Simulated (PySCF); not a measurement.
# Mayer bond orders and bond lengths

Compound: C5H4F4O.
SMILES with atom numbers: `[O:1]=[C:2]([F:3])[C@@H:4]1[CH2:5][C@H:6]1[C:7]([F:8])([F:9])[F:10]` (hydrogens: H11 on C4; H12, H13 on C5; H14 on C6)

Structure used (GFN2-xTB), in Å, numbered top down from 1:
```xyz
14
C5H4F4O angstrom
O     -2.5776   -0.2524    0.9411
C     -2.0019    0.5513    0.2959
F     -2.5858    1.7478    0.0223
C     -0.6654    0.4696   -0.3183
C     -0.2429   -0.8608   -0.8987
C      0.3562   -0.4014    0.3839
C      1.7833    0.0736    0.4120
F      2.1512    0.6695   -0.7308
F      2.0010    0.9583    1.3955
F      2.6386   -0.9389    0.6119
H     -0.3271    1.3766   -0.8021
H      0.3643   -0.8380   -1.7910
H     -0.9525   -1.6724   -0.8510
H      0.0579   -0.8832    1.3070
```

Bond orders from the PBE0/pcSseg-1 density (PySCF). The structure is a single GFN2-xTB conformer in the gas phase; no vibrational or solvent corrections.

Question: How far do the computed orders between heavy atoms stray from the drawn ones?

Answer: The largest departure is 0.143, at C6–C4 (drawn single, 0.857). Drawn single, order below 0.88: C6–C4 (0.857).

Question: Give the Mayer order of every bond between heavy atoms, beside its length.

Answer: 
```
  bond  drawn as  length (Å)  Mayer order
 O1–C2    double       1.181        2.069
 C2–F3    single       1.359        0.971
 C2–C4    single       1.473        0.990
 C4–C5    single       1.512        0.902
 C5–C6    single       1.488        0.944
 C6–C7    single       1.504        0.997
 C7–F8    single       1.340        0.991
 C7–F9    single       1.341        1.010
C7–F10    single       1.340        1.007
 C6–C4    single       1.515        0.857
```

By pair of heavy elements: C–F: lowest C2–F3 (0.971, 1.359 Å), highest C7–F9 and C7–F10 (1.010, 1.341 Å). C–C: lowest C6–C4 (0.857, 1.515 Å), highest C6–C7 (0.997, 1.504 Å); in 1 of the 10 pairs the longer bond (by over 0.003 Å) has the higher order (by 0.02 or more). Bonds named together lie within 0.004.

Question: And the bonds to hydrogen?

Answer: C–H: 0.92 to 0.95 (4 bonds).

Question: Sum the orders of all bonds at each heavy atom with more than one neighbour and set the sums beside the valence in the SMILES.

Answer: C2 4.030 (drawn 4), C4 3.693 (drawn 4), C5 3.735 (drawn 4), C6 3.721 (drawn 4), C7 4.005 (drawn 4). Orders between atoms that aren't bonded are not in these sums.

For a closed shell the Mayer order of atoms A and B is Σ (PS)μν (PS)νμ over the basis functions μ on A and ν on B, with P the density and S the overlap matrix.
